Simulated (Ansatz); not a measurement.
Basis sets compared for Li2Al2⁺. Charge 1, multiplicity 2. Geometry PBE-D4/def2-TZVP. Ansatz on 4 threads of Arm Neoverse V1 on a shared host; times are rough, and most runs start from earlier orbitals.

Cartesian coordinates in Å:
```
Al 1.5075 0.4328 0.5656
Al 0.4088 0.0360 -1.6165
Li -0.5480 -1.7546 0.5955
Li -1.3683 1.2858 0.4554
```

B3LYP takes the VWN-RPA correlation. Another isomer (doublet) lies 0.10 eV lower at PBE0-D4/def2-TZVP.

| level | functions | energy (Eh) | HOMO (eV) | LUMO (eV) | wall time |
| --- | --- | --- | --- | --- | --- |
| PBE-D4/def2-SVP | 54 | -499.1769 | -8.37 | -7.71 | 0.85 s |
| B3LYP-D4/6-31G | 44 | -499.6656 | -8.81 | -7.20 | 1.1 s |
| PBE0-D4/def2-SVP | 54 | -499.2243 | -9.00 | -6.98 | 1.4 s |

Q: Estimate the rows for PBE-D4/def2-TZVP, B3LYP-D4/def2-TZVP, PBE0-D4/def2-TZVP (with forces).

A: 
```tsv
level	functions	energy (Eh)	HOMO (eV)	LUMO (eV)	wall time
PBE-D4/def2-TZVP	102	-499.3625	-8.31	-7.58	1.4 s
B3LYP-D4/def2-TZVP	102	-499.7238	-8.76	-7.03	2.2 s
PBE0-D4/def2-TZVP (with forces)	102	-499.4074	-8.95	-6.83	7 s
```
